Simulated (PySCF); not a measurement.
C3H8As, SMILES [CH2][As](C)C, multiplicity 2.

The structure is a stationary point at PBE0-D3(BJ)/def2-SVP. The isomer is the one that the SMILES or the coordinates give; other isomers of the formula were not compared.

Calculation: PBE/def2-TZVP (PySCF).

Gas-phase values at a fixed geometry.

**Question.** Estimate the frontier levels, dipole moment and polarisability. (Estimate from the structure and the level; the computed values follow.)

**Answer.** 
The α spin, highest occupied and lowest empty level comes out as -4.38 and 0.18 eV. The β spin, highest occupied and lowest empty level is -5.86 and -2.82 eV, the dipole moment is 0.80 D and the quadrupole, principal values (traceless, Buckingham form, about the centre of nuclear charge) is -4.12, 1.07, 3.05 D·Å. The mean static polarisability is 71.7 bohr³ (10.62 Å³) and the polarisability, principal values is 59.6, 74.8, 80.6 bohr³. The ⟨S²⟩ comes out as 0.754 (pure state 0.75).
